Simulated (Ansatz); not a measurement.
B(AsH2)2(H) (As2BH5), SMILES [AsH2]B[AsH2].

The structure is a stationary point at B3LYP-D3(BJ)/def2-SVP. This is a generated structure with no PubChem entry under its InChIKey; it may be hypothetical.

Two levels are set side by side: PBE/def2-SVPD (Ansatz, an electronic-structure program) and CAM-B3LYP/def2-SVPD (Ansatz). Energy differences of separate SCF runs at the same geometry; the states with an electron removed or added have multiplicity 2 and 2. Differences are taken from unrounded values.

| quantity | CAM-B3LYP |
|---|---|
| vertical ionisation energy (eV) | 9.45 |
| vertical electron affinity (eV) | 0.36 |
| vertical singlet–triplet gap (eV) | 3.46 |

### Question
What does PBE give, and how far is it from CAM-B3LYP? (An estimate is asked for; the answer gives what the named calculation found.)

### Answer

```
quantity                            PBE  PBE minus CAM-B3LYP
---------------------------------  ----  -------------------
vertical ionisation energy (eV)    9.07                -0.38
vertical electron affinity (eV)    0.39                 0.02
vertical singlet–triplet gap (eV)  3.07                -0.38
```
